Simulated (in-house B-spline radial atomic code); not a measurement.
Results of a calculation; reference values are marked as such.
N ion on Ge atom: potential, deflection and energy transfer

The pair potential comes from two frozen, spherical free-atom densities (PBE, B-spline radial code, scalar-relativistic past argon): electrostatics plus the change in Thomas-Fermi kinetic and Dirac exchange energy where they overlap, the recipe behind the universal ZBL potential, which averages such potentials (from solid-state densities) over many pairs. It is written V = (Z1 Z2 e²/r) φ(r/a), with e² = 14.3996 eV·Å and a = 0.46850 Å/(Z1^0.23 + Z2^0.23); ZBL's fit is φ = 0.18175 e^(−3.1998x) + 0.50986 e^(−0.94229x) + 0.28022 e^(−0.4029x) + 0.02817 e^(−0.20162x). Where φ falls below 4e-4 it is continued as an exponential.

Masses 14.01 and 72.63 u.

```csv
x = r/a,"φ, this pair","φ, ZBL"
0.1,0.8916,0.8928
0.5,0.6241,0.6096
1.5,0.3133,0.2995
3,0.1364,0.1292
5,0.05573,0.05224
8,0.01913,0.01705
12,0.00468,0.00474
17,0.0009591,0.001212
```

At x = 5 the electrostatic, kinetic and exchange parts are -26.98, 357.94 and -40.6 eV. Find r, V and φ.

a = 0.46850/(1.5645 + 2.2191) = 0.12382 Å, so r = 0.61911 Å. V = -26.98 + 357.94 + (-40.6) = 290.36 eV. The bare repulsion is 7 × 32 × 14.3996/0.61911 = 5209.9 eV, so φ = 0.0557, +6.7 % against ZBL's 0.0522. The kinetic (Pauli) term is 123 % of V here, as the other two terms together attract.

The ion comes in at 3.107 keV with impact parameter 0.0619 Å. The scattering integral gives a centre-of-mass angle of 140.8° and a closest approach of 2.199 a. What are the reduced energy, the energy passed on and the laboratory angles?

ε = E a M2/(Z1 Z2 e² (M1 + M2)) = 3107 × 3.2181e-05 = 0.1. The most that one collision can pass on is γE with γ = 4 M1 M2/(M1 + M2)² = 0.5422. Here T = γE sin²(θ/2) = 0.5422 × 3107 × 0.8873 = 1495 eV. The ion turns by arctan(sin θ/(cos θ + M1/M2)) = 132.6° (second quadrant: it bounces back), and the struck atom leaves at (180° − θ)/2 = 19.6°. The closest approach is 0.272 Å. With ZBL the angle would be 139.86° and T = 1487 eV.
